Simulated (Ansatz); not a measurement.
Isolated molecules relaxed with PBE0-D4/def2-TZVP in Ansatz; ΔE leaves out vibrations. CCSD(T)/CBS adds triple-zeta CCSD(T) − MP2 to the extrapolated MP2 energy (def2 sets, frozen cores). This one scheme is used for every species. DFT in def2-TZVPP. For Ge outer-core shells are correlated without core-valence functions, which leaves a few kJ/mol of doubt a bond. Scalar relativity is left out up to krypton. One conformer a species, not always the lowest.

Consider the redistribution: `N[SiH2][SiH2]N` + `[SiH3][GeH2][SH]` → `N[SiH2][GeH2][SH]` + `N[SiH2][SiH3]`.

`N[SiH2][SiH2]N`:

```xyz
12

N    -0.495    1.025   -1.467
Si   -1.093   -0.428   -0.745
Si    0.284   -0.755    1.132
N     1.509    0.457    0.982
H    -0.272    1.795   -0.855
H    -0.887    1.359   -2.334
H    -2.536   -0.412   -0.346
H    -0.961   -1.522   -1.747
H     0.770   -2.170    1.191
H    -0.435   -0.519    2.415
H     1.912    0.604    0.069
H     2.204    0.567    1.703
```

`[SiH3][GeH2][SH]`:

```xyz
9

Si    1.499   -0.429   -0.334
Ge   -0.767    0.291   -0.266
S    -1.395    0.149    1.872
H     2.328    0.448    0.532
H     1.995   -0.350   -1.733
H     1.593   -1.832    0.144
H    -1.681   -0.604   -1.125
H    -0.924    1.746   -0.747
H    -2.648    0.581    1.656
```

`N[SiH2][GeH2][SH]`:

Z-matrix (Å, degrees):
```
Si
Ge 1 2.383
N 1 1.721 2 110.6
H 1 1.488 2 108.4 3 -117.1
H 1 1.493 2 106.8 3 127.2
S 2 2.238 1 108.1 3 178.8
H 2 1.540 1 113.4 3 -67.3
H 2 1.541 1 113.5 3 56.9
H 3 1.007 1 119.7 2 -155.0
H 3 1.007 1 120.6 2 60.3
H 6 1.343 2 94.6 1 -55.6
```

`N[SiH2][SiH3]`:

Z-matrix (Å, degrees):
```
Si
Si 1 2.341
N 1 1.724 2 108.6
H 1 1.497 2 108.1 3 -126.1
H 1 1.488 2 110.7 3 117.7
H 2 1.489 1 110.3 3 173.7
H 2 1.491 1 110.1 3 54.6
H 2 1.488 1 111.4 3 -65.4
H 3 1.008 1 119.6 2 167.4
H 3 1.007 1 119.6 2 -50.6
```

```csv
level,ΔE (eV)
BLYP-D4,-0.02
r2SCAN0,-0.03
```

(1) What does CCSD(T)/CBS give? (Estimate.)

Largest T1 diagnostic among the species: 0.012.

## Answers

(1) Computed: -0.02 eV. The listed levels differ from it by 0.00, -0.01 eV.

Leaving LDA and LC-ωPBE aside and taking each functional with its dispersion term where it has one, the values, not all of them listed here, spread over 0.02 eV, from B97M-V to ωB97X-V. At CCSD(T), def2-SVP lies +0.05 eV from the extrapolated value and def2-TZVPP +0.01 eV.
